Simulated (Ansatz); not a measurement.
PbSe₂, relaxed as a singlet with RKS r2SCAN-D4/def2-TZVP in Ansatz, starting from the GFN1-xTB geometry. Force threshold 0.02 eV/Å.

In the def2 sets Pb takes a core potential; there is no spin–orbit coupling. The structure comes from a short search, and lower isomers may exist.

Start:

```xyz
3

Pb   -0.636    1.140    0.826
Se   -0.552   -1.336   -0.030
Se    1.188    0.195   -0.797
```

Estimate the energy that the relaxation releases and the steps that it takes.

0.00 eV, in 3 steps; 5.5 s on 4 threads of AMD EPYC 7B13 on a shared host. No frequencies were taken in this run, so the end may be a saddle point.

Does the start keep its bonding and symmetry?

By distances, no bond broke or formed. The bond that changes most is Se2–Se3, from 2.44 to 2.44 Å (atoms count from 1). Point group C2v at the start, C2v at the end, both within 0.05 Å.

Predict the relaxed structure.


```xyz
3

Pb   -0.637    1.141    0.827
Se   -0.550   -1.334   -0.030
Se    1.188    0.193   -0.797
```
Bond lengths: 2 × Pb–Se 2.62 Å; 1 × Se–Se 2.44 Å.
